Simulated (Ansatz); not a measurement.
Species: C₃H₂F₃, net charge 0, doublet state. It need not be the lowest isomer of its formula. 
Coordinates optimised at B3LYP-D3(BJ)/def2-TZVP (Ansatz, a quantum-chemistry and plane-wave program):
SMILES: C(F)(F)(C=[CH])F
```xyz
8

C      2.1440    -0.0380     0.0447
C      0.9999    -0.5691     0.3623
C     -0.3300     0.0187    -0.0148
F     -0.2238     1.1541    -0.7169
F     -1.0458    -0.8553    -0.7553
F     -1.0640     0.2858     1.0872
H      3.1942    -0.2356     0.1774
H      0.9240    -1.4945     0.9346
```
Charge 0, spin multiplicity 2.

Quantity: atomisation energy (electronic, to ground-state atoms), in kcal/mol. Valence correlation only, unless marked. Open shells are spin-unrestricted. No spin-orbit coupling. No relativistic terms. The coupled-cluster limit lacks core correlation, which all-electron functionals hold. CBS(X,Y): correlation extrapolated as X^-3; Hartree-Fock from the larger set.

```csv
level,program,atomisation energy (kcal/mol)
HF/6-31G*,Ansatz,549.6
HF/cc-pVTZ,Ansatz,550.1
r2SCAN-D3(BJ)/def2-TZVPD,Ansatz + dftd3,794.0
LC-wPBE-D3(BJ)/def2-TZVPD,Ansatz + dftd3,794.6
LC-wPBE-D4/def2-TZVPD,Ansatz + dftd4,795.4
B2PLYP/def2-TZVPD,Ansatz,774.7
"MP2/CBS(cc-pVTZ,cc-pVQZ)",Ansatz,806.7
SCS-MP2/STO-3G,Ansatz,658.8
"CCSD/CBS(cc-pVTZ,cc-pVQZ)",Ansatz,762.8
"CCSD(T)/CBS(cc-pVTZ,cc-pVQZ)",Ansatz,781.7
```

The UHF reference is spin-contaminated (<S^2> 0.19 over the pure value in the largest basis).
